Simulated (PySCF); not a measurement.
## Electronic absorption of C3H13NSi2

C3H13NSi2.
Bonds: C1–C2, C2–C3, C2–N4, N4–Si5, N4–Si6. Hydrogens: H7, H8, H9 on C1; H10 on C2; H11, H12, H13 on C3; H14, H15, H16 on Si5; H17, H18, H19 on Si6.

Theory: TDDFT CAM-B3LYP/def2-SVPD, vertical, gas phase, core orbitals frozen in the response in PySCF 2.14.0, density-fitted response routines. One conformer (not necessarily the lowest) at the PBE0-D3(BJ)/def2-SVP geometry, without solvent, vibrations or thermal averaging. Torsions of this conformer, `[CH3:1][CH:2]([CH3:3])[N:4]([SiH3:5])[SiH3:6]`: C1–C2–N4–Si5 133°.

| state | E (eV) | ν̃ (cm⁻¹) | f | main configurations (H = HOMO, L = LUMO) |
| --- | --- | --- | --- | --- |
| S1 | 6.17 | 49740 | 0.0022 | H→L (58%), H→L+1 (33%) |
| S2 | 6.71 | 54120 | 0.025 | H→L+1 (51%), H→L (27%), H→L+3 (9%) |
| S3 | 7.03 | 56730 | 0.0047 | H→L+3 (54%), H→L+5 (15%), H→L (9%) |
| S4 | 7.13 | 57490 | 0.0054 | H→L+4 (87%) |
| S5 | 7.36 | 59350 | 0.0012 | H→L+2 (65%), H→L+3 (10%), H→L+7 (8%) |
| S6 | 7.55 | 60920 | 0.0024 | H→L+7 (35%), H→L+5 (32%), H→L+2 (13%) |

The lowest singlet lies at 6.17 eV (201 nm, ultraviolet) and is very weak; its leading configuration is HOMO→LUMO (58%). The most intense listed level is S2 at 6.71 eV (185 nm, f = 0.025), 0.54 eV above S1. Löwdin shares by element: HOMO nitrogen 51%, silicon 17%, carbon 6% or more (atoms not listed hold the other 26%); LUMO silicon 38%, carbon 16% or more (atoms not listed hold the other 46%). The oscillator strengths of these states sum to 0.041; summed over the whole spectrum of an exact calculation they would give the number of electrons, 66 (Thomas–Reiche–Kuhn). Of the 6 states listed, 1 reaches f = 0.01 and none stays under 0.0005. Orbital energies (eV): HOMO-3 -10.96, HOMO-2 -10.67, HOMO-1 -10.45, HOMO -8.26, LUMO 1.03, LUMO+1 1.28, LUMO+2 1.70. Only the lowest 6 singlets were computed, as vertical energies without vibronic structure.
